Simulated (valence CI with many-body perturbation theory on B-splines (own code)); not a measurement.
## Ta⁵⁸⁺ in brief

Method: valence CI with perturbative core correlation (CI+MBPT): five valence electrons over a frozen Dirac-Fock core [Ne], radial functions for each j: 11 s, 11 p, 10 d, 8 f, 5 g, 2 h, with the one-electron correlation potential Σ1, the two-electron term Σ2, the three-electron term Σ3, Breit, model QED; selected CI, second order for the rest, scaled by the run's own slope (own B-spline code, finite nucleus).

The last digits are not significant, and no measured levels were compared; by estimate large intervals hold to a few tenths of a per cent, small ones and those within an open d or f shell to about a per cent. Among the levels kept, up to 3200 cm⁻¹ of a level comes from second order outside the variational space, and about a tenth of that is noise between levels of different J, which matters for small intervals.

Levels are named by their leading jj configuration (3d3/2^4 stands for four electrons in 3d with j = 3/2), which in mixed levels can hold well under half, so a name can repeat and another be missing.

Rates and lifetimes use the calculated energies. Strong lines usually hold to 10 to 20 %, long lifetimes can be off by a factor of two.

Problem. What is the ground level?

Solution. (3s^2 3p1/2^2 3p3/2) J=3/2, composition 48 % 3s2 3p3 2P° + 27 % 3s2 3p3 2D° + 25 % 3s2 3p3 4S°, g = 1.343.

Problem. Name the longest-lived excited levels whose lifetime is computed, and their main decay.

Solution. (3s^2 3p1/2 3p3/2 3d5/2) J=9/2 at 5094.2 × 10³ cm⁻¹ lives 188 ns, mostly by M1 to (3s^2 3p1/2 3p3/2 3d3/2) J=7/2; (3s^2 3p1/2 3p3/2^2) J=5/2 at 2667.9 × 10³ cm⁻¹ lives 10.3 ns, mostly by M1 to (3s^2 3p1/2^2 3p3/2) J=3/2; (3s^2 3p1/2 3p3/2^2) J=1/2 at 2789.6 × 10³ cm⁻¹ lives 5.31 ns, mostly by M1 to (3s^2 3p1/2^2 3p3/2) J=3/2.

Problem. What is the ionisation energy?

Solution. 5908.7 eV; NIST lists 5907 ± 6 eV (theoretical).

Problem. Where does the other parity begin?

Solution. At (3s^2 3p1/2^2 3d3/2) J=3/2, 1820.0 × 10³ cm⁻¹.

Problem. Among levels below 10446 × 10³ cm⁻¹, which E1 lines absorb most strongly from the ground level?

Solution. to (3s^2 3p1/2 3p3/2 3d3/2) J=3/2 at 2.087 nm, f = 0.349; to (3s^2 3p1/2 3p3/2 3d3/2) J=5/2 at 2.125 nm, f = 0.289; to (3s^2 3p1/2 3p3/2 3d3/2) J=1/2 at 2.089 nm, f = 0.123.

Problem. How well does LS coupling describe the low levels?

Solution. Among the lowest 20 levels the leading LS term, summed over configurations, holds 53 % on average. For single configurations the figures are 51 % in LS and 94 % in jj coupling. Terms mix most in the J = 3/2 level at 4401.5 × 10³ cm⁻¹, where the leading one holds 33 %.
